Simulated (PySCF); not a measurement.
## Calculated data, Al₂H₃NO, AlFH₂NO, Al₂H₄NO

All values are calculated (PySCF 2.14.0). Calculation on a computer-drawn molecule: the log of a Hartree-Fock and frozen-core CCSD(T) single point meant for a local Hartree-Fock minimum, with one planted fault or none, to be diagnosed. Offsets are logged minus clean, where the clean run is the same molecule without the fault. The reference is restricted for singlets and unrestricted otherwise, and also for a bond in bohr or an excited solution. Adding or removing an electron swaps singlet and doublet. The excited solution moves the top pair (singlet) or top alpha electron (doublet) to the lowest empty orbital. Highest occupied and lowest empty are orbital energies over both spins, largest force is the largest gradient component, triples share is (T) over the correlation energy, the T1 limit is 0.02 restricted and 0.045 unrestricted, electrons count all cores, a negative frequency is imaginary (commonest isotopes), and the dipole is about the centre of nuclear charge.

Common to all runs: logged SCF converged yes; logged CC converged yes; logged SCF stable within its kind yes; possible faults no fault, one electron removed, one electron added, multiplicity raised by two, geometry at a saddle point, SCF held on an excited solution, minimal basis STO-3G, one bond length entered in bohr, all coordinates scaled.

(1) 
```xyz
7
formula=Al2H3NO meant_charge=0 meant_multiplicity=1 meant_basis=cc-pV(D+d)Z logged_electrons=44 logged_basis_functions=89 logged_spin_squared=2.002 logged_highest_occupied=-5.8169 logged_lowest_empty=-0.030715 logged_largest_force=0.0041898 logged_T1_diagnostic=0.017342 logged_D1_diagnostic=0.046143 logged_triples_share=0.02416 logged_dipole_magnitude=1.0566 logged_energy_HF=-614.97181 logged_energy_CCSD(T)=-615.44848 planted_fault=multiplicity_raised_by_two HF_energy_offset_from_clean_run=53.55 CCSD(T)_energy_offset_from_clean_run=73.64
N     -2.5387     0.5765    -0.6947
Al    -2.3205    -0.6379     0.5620
O     -2.5799    -0.2329     2.1820
Al    -2.8277     0.1258     3.8137
H     -2.4010     0.4091    -1.6738
H     -2.8135     1.5300    -0.5513
H     -1.8840    -2.0924     0.1502
```

Units: logged_highest_occupied, logged_lowest_empty in eV; logged_largest_force in hartree/bohr; logged_dipole_magnitude in debye; logged_energy_HF, logged_energy_CCSD(T) in hartree; HF_energy_offset_from_clean_run, CCSD(T)_energy_offset_from_clean_run in kcal/mol.

Drawn bonds:
```tsv
atom	other atom	order
1	2	1
2	3	1
3	4	1
1	5	1
1	6	1
2	7	1
```

(2) 
```xyz
7
formula=Al2H3NO meant_charge=0 meant_multiplicity=1 meant_basis=cc-pV(D+d)Z logged_electrons=43 logged_basis_functions=89 logged_spin_squared=0.7527 logged_highest_occupied=-13.987 logged_lowest_empty=-7.0686 logged_largest_force=0.073223 logged_T1_diagnostic=0.02105 logged_D1_diagnostic=0.057316 logged_triples_share=0.025989 logged_dipole_magnitude=10.079 logged_energy_HF=-614.77504 logged_energy_CCSD(T)=-615.25133 planted_fault=one_electron_removed HF_energy_offset_from_clean_run=177 CCSD(T)_energy_offset_from_clean_run=197.4
N     -2.5387     0.5765    -0.6947
Al    -2.3205    -0.6379     0.5620
O     -2.5799    -0.2329     2.1820
Al    -2.8277     0.1258     3.8137
H     -2.4010     0.4091    -1.6738
H     -2.8135     1.5300    -0.5513
H     -1.8840    -2.0924     0.1502
```

Units: logged_highest_occupied, logged_lowest_empty in eV; logged_largest_force in hartree/bohr; logged_dipole_magnitude in debye; logged_energy_HF, logged_energy_CCSD(T) in hartree; HF_energy_offset_from_clean_run, CCSD(T)_energy_offset_from_clean_run in kcal/mol.

Drawn bonds:
```tsv
atom	other atom	order
1	2	1
2	3	1
3	4	1
1	5	1
1	6	1
2	7	1
```

(3) 
```xyz
6
formula=AlFH2NO meant_charge=-1 meant_multiplicity=1 meant_basis=aug-cc-pV(D+d)Z logged_electrons=39 logged_basis_functions=119 logged_spin_squared=0.756 logged_highest_occupied=-11.05 logged_lowest_empty=0.32839 logged_largest_force=0.098268 logged_T1_diagnostic=0.014718 logged_D1_diagnostic=0.040197 logged_triples_share=0.024865 logged_dipole_magnitude=1.8419 logged_energy_HF=-471.97971 logged_energy_CCSD(T)=-472.61824 planted_fault=one_electron_removed HF_energy_offset_from_clean_run=32.01 CCSD(T)_energy_offset_from_clean_run=76.89
N     -0.4996     1.0673    -1.9671
Al     0.5326     1.3115    -0.4944
O      0.4895     2.5208     0.5772
F      1.5601    -0.0309    -0.5018
H     -1.2206     1.6951    -2.2539
H     -0.4284     0.2967    -2.5978
```

Units: logged_highest_occupied, logged_lowest_empty in eV; logged_largest_force in hartree/bohr; logged_dipole_magnitude in debye; logged_energy_HF, logged_energy_CCSD(T) in hartree; HF_energy_offset_from_clean_run, CCSD(T)_energy_offset_from_clean_run in kcal/mol.

Drawn bonds:
```tsv
atom	other atom	order
1	2	1
2	3	1
2	4	1
1	5	1
1	6	1
```

(4) 
```xyz
6
formula=AlFH2NO meant_charge=-1 meant_multiplicity=1 meant_basis=aug-cc-pV(D+d)Z logged_electrons=40 logged_basis_functions=26 logged_spin_squared=0 logged_highest_occupied=2.9789 logged_lowest_empty=19.239 logged_largest_force=0.044472 logged_T1_diagnostic=0.023815 logged_D1_diagnostic=0.10658 logged_triples_share=0.069445 logged_dipole_magnitude=3.2153 logged_energy_HF=-465.63493 logged_energy_CCSD(T)=-465.79668 planted_fault=minimal_basis_STO-3G HF_energy_offset_from_clean_run=4013 CCSD(T)_energy_offset_from_clean_run=4357
N     -0.4996     1.0673    -1.9671
Al     0.5326     1.3115    -0.4944
O      0.4895     2.5208     0.5772
F      1.5601    -0.0309    -0.5018
H     -1.2206     1.6951    -2.2539
H     -0.4284     0.2967    -2.5978
```

Units: logged_highest_occupied, logged_lowest_empty in eV; logged_largest_force in hartree/bohr; logged_dipole_magnitude in debye; logged_energy_HF, logged_energy_CCSD(T) in hartree; HF_energy_offset_from_clean_run, CCSD(T)_energy_offset_from_clean_run in kcal/mol.

Drawn bonds:
```tsv
atom	other atom	order
1	2	1
2	3	1
2	4	1
1	5	1
1	6	1
```

Notes: T1 above single-reference limit; highest electron not bound in this basis.

(5) 
```xyz
8
formula=Al2H4NO meant_charge=0 meant_multiplicity=2 meant_basis=cc-pV(D+d)Z logged_electrons=45 logged_basis_functions=94 logged_spin_squared=1.5508 logged_highest_occupied=-7.9484 logged_lowest_empty=1.2832 logged_largest_force=0.010465 logged_T1_diagnostic=0.056988 logged_D1_diagnostic=0.26939 logged_triples_share=0.028891 logged_dipole_magnitude=1.4269 logged_energy_HF=-615.50556 logged_energy_CCSD(T)=-616.00509 planted_fault=one_bond_length_entered_in_bohr,row_6_of_the_drawn_bonds HF_energy_offset_from_clean_run=63.4 CCSD(T)_energy_offset_from_clean_run=68.31
N      1.7195    -1.9837    -1.0818
Al     1.0422    -0.5469    -0.3042
O     -0.0098    -0.7449     1.0011
Al    -1.0610    -0.8744     2.3027
H      2.3505    -1.9698    -1.8608
H      1.5325    -2.9328    -0.8130
H      0.0435    -0.9245     5.0719
H     -2.6133    -0.9694     2.0356
```

Units: logged_highest_occupied, logged_lowest_empty in eV; logged_largest_force in hartree/bohr; logged_dipole_magnitude in debye; logged_energy_HF, logged_energy_CCSD(T) in hartree; HF_energy_offset_from_clean_run, CCSD(T)_energy_offset_from_clean_run in kcal/mol.

Drawn bonds:
```tsv
atom	other atom	order
1	2	1
2	3	1
3	4	1
1	5	1
1	6	1
4	7	1
4	8	1
```

Notes: T1 above single-reference limit.
